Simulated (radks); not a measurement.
The numbers below are computed, except where a source is named.
The lutetium ion Lu3+, 68 electrons, occupied as [Xe] 4f14 (the NIST ground configuration). Code: a radial shooting solver on a logarithmic mesh with Libxc functionals. Model: Dirac Kohn-Sham, exchange-only LDA, spin-unpolarised, spherical densities, point nucleus.

Normalised radial functions P(r) = r R(r) (large component), r in bohr:

```
   r/bohr * 4d5/2, o 4f7/2, + 5d5/2 (the largest magnitude, 1.49, reaches the edge; | marks zero, & curves that meet)
 0.002623                             &
 0.003526                             &
 0.004703                             &
 0.006323                             &
 0.008434                             &
  0.01134                             &
  0.01512                             &
  0.02033                             &*
  0.02712                             & *
  0.03646                             o+ *
  0.04863                             o+   *
  0.06538                             |o+      *
   0.0872                             | o+         *
   0.1172                             |  o+           *
   0.1564                             |  +   o      *
   0.2102                             |+   *     o
   0.2804                    *     +  |               o
    0.377      *                 +    |                   o
   0.5028  *                     +    |                    o
    0.676        *                    +                  o
   0.9017                 *           |     +        o
    1.212                         *   |         o+
    1.617                            *|     o       +
    2.174                             *  o        +
    2.899                             *o      +
    3.898                             &   +
    5.199                             &+
     6.99                             &
```

4d5/2: eigenvalue -212.19 eV, 1 radial node at r = 0.233 bohr, <r> = 0.553 bohr, 90 % of the charge inside 0.832 bohr. 4f7/2: eigenvalue -34.010 eV, 0 radial nodes, <r> = 0.725 bohr, 90 % of the charge inside 1.25 bohr. 5d5/2 (empty): eigenvalue -23.734 eV, 2 radial nodes at r = 0.226, 0.689 bohr, <r> = 2.07 bohr, 90 % of the charge inside 3.16 bohr.
